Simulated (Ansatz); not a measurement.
`[F][Sn]([F])([I])[I]` + H–F → `[F][Sn]([F])([F])[I]` + HI at 600 K and 1 bar (ligand exchange at the Sn–I bond).

Isolated molecules relaxed with PBE0-D4/def2-TZVP in Ansatz; ΔE leaves out vibrations. CCSD(T)/CBS is the MP2 limit (def2-TZVPP, def2-QZVPP) plus CCSD(T) − MP2 in def2-TZVPP, frozen cores. This one scheme is used for every species. Elements past krypton have def2 core potentials. For I, Sn outer-core shells are correlated without core-valence functions, which leaves a few kJ/mol of doubt a bond.

```tsv
species	CCSD(T)/CBS energy (Eh)	H − E (kJ/mol)	S (J/(mol·K))
`[F][Sn]([F])([I])[I]`	-1008.65280	67.2	472.3
H–F	-100.39570	42.3	194.0
`[F][Sn]([F])([F])[I]`	-810.98500	68.2	435.6
HI	-298.03592	31.6	227.0
```

H − E and S are ideal-gas, rigid-rotor, harmonic terms from PBE0-D4/def2-TZVP. 1 Eh = 2625.50 kJ/mol, R = 8.31446 J/(mol·K).

**Question.** By hand: ΔE, ΔH, ΔS and ΔG.

**Answer.** ΔE = (-810.98500) + (-298.03592) − (-1008.65280) − (-100.39570) = 0.02758 Eh = 72.4 kJ/mol. Δ(H − E) = 68.2 + 31.6 − 67.2 − 42.3 = -9.7, so ΔH = 62.7 kJ/mol. ΔS = 435.6 + 227.0 − 472.3 − 194.0 = -3.7 J/(mol·K). ΔG = 62.7 − 600 × (-3.7)/1000 = 64.9 kJ/mol.

**Question.** By hand: the equilibrium constant, and the temperature at which ΔG would vanish if ΔH and ΔS stayed fixed.

**Answer.** log₁₀ K = −ΔG/(RT ln 10) = -5.6. ΔH and −TΔS have one sign here, so there is no such temperature.

The number of gas molecules stays the same, so ΔS is small and ΔH decides. A doubt of 5 kJ/mol in ΔE shifts log₁₀ K by 0.4 here. Modes under 60 cm⁻¹, often nearly free rotors, make the harmonic entropy too high. These are equilibria of isolated gas molecules and say nothing of rates. Largest T1 diagnostic: 0.013 (customary marks: 0.02 for closed shells, 0.045 for open ones).

ΔS is within the doubt of such terms, so its sign, and with it that verdict, could turn.
